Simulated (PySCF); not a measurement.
Stepwise substitution at one centre (Ge OCH3-I). All species are isolated molecules in the gas phase. One relaxed conformer stands for each flexible species; it need not be the lowest. Strings in code marks are SMILES.

The T1 excitation (TDA) from two functionals at the same geometries (PBE0-D3(BJ)/def2-SVP), both in PySCF: PBE-D3(BJ)/def2-TZVP and M06-2X/def2-TZVP. Excitations are Tamm–Dancoff values on a coarser integration grid. The basis has no diffuse functions, so Rydberg states are missing or too high.

```
species                                                                      PBE-D3(BJ)/def2-TZVP (eV)  M06-2X/def2-TZVP (eV)
---------------------------------------------------------------------------  -------------------------  ---------------------
0 of 4 OCH3 replaced by I (`C[O][Ge]([O]C)([O]C)[O]C`)                                            5.47                   7.04
1 of 4 OCH3 replaced by I (`C[O][Ge]([I])([O]C)[O]C`)                                             4.47                   5.42
2 of 4 OCH3 replaced by I                                                                         3.50                   4.45
3 of 4 OCH3 replaced by I (`[I][Ge]([O]C)([I])[I]` (C–O–Ge–I torsion 180°))                       2.85                   3.90
```

Over these rows, drawn at random from the members with no instability flagged (it was tested for open shells, ions and some series alone), PBE minus M06-2X: mean -1.13 eV, from -1.58 eV to -0.95 eV.
